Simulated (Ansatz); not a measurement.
AlClH$_{4}$O$_{2}$Si (`[OH][Al]([Cl])[O][SiH3]`) at its PBE0-D4/def2-TZVP geometry, where that method's forces vanish. The species carries charge 0 and has multiplicity 1.

```json
{"atom": "O1", "x (Å)": "-2.4128", "y (Å)": "0.6209", "z (Å)": "-1.3275"}
{"atom": "Al2", "x (Å)": "-0.7611", "y (Å)": "0.3199", "z (Å)": "-1.2639"}
{"atom": "Cl3", "x (Å)": "0.3038", "y (Å)": "0.4045", "z (Å)": "-3.0444"}
{"atom": "O4", "x (Å)": "0.0232", "y (Å)": "-0.0375", "z (Å)": "0.1675"}
{"atom": "Si5", "x (Å)": "1.1871", "y (Å)": "-0.3941", "z (Å)": "1.2497"}
{"atom": "H6", "x (Å)": "-2.9724", "y (Å)": "0.6023", "z (Å)": "-0.5526"}
{"atom": "H7", "x (Å)": "0.7119", "y (Å)": "-0.0455", "z (Å)": "2.6138"}
{"atom": "H8", "x (Å)": "1.4965", "y (Å)": "-1.8470", "z (Å)": "1.2008"}
{"atom": "H9", "x (Å)": "2.4239", "y (Å)": "0.3766", "z (Å)": "0.9566"}
```

(1) For each bond, give half the difference of the two atoms' forces along it (eV/Å; positive pushes the atoms apart) under PBE-D4, r2SCAN-D4, B3LYP-D4, ωB97M-V in def2-TZVPP. (An estimate is asked.)

Answers

(1) Computed: 
```
   bond  length (Å)  PBE-D4  r2SCAN-D4  B3LYP-D4  ωB97M-V
 O1–Al2       1.680    0.15       0.01      0.02     0.04
  O1–H6       0.956    0.34       0.00      0.00    -0.06
Al2–Cl3       2.076    0.03       0.01      0.08     0.01
 Al2–O4       1.671    0.02       0.03     -0.02     0.03
 O4–Si5       1.629    0.21       0.02      0.14     0.15
 Si5–H7       1.486    0.03      -0.03     -0.09    -0.14
 Si5–H8       1.486    0.02      -0.03     -0.09    -0.14
 Si5–H9       1.486    0.02      -0.02     -0.08    -0.13
```

B3LYP here is the variant with VWN-RPA as its local correlation; programs differ in this.
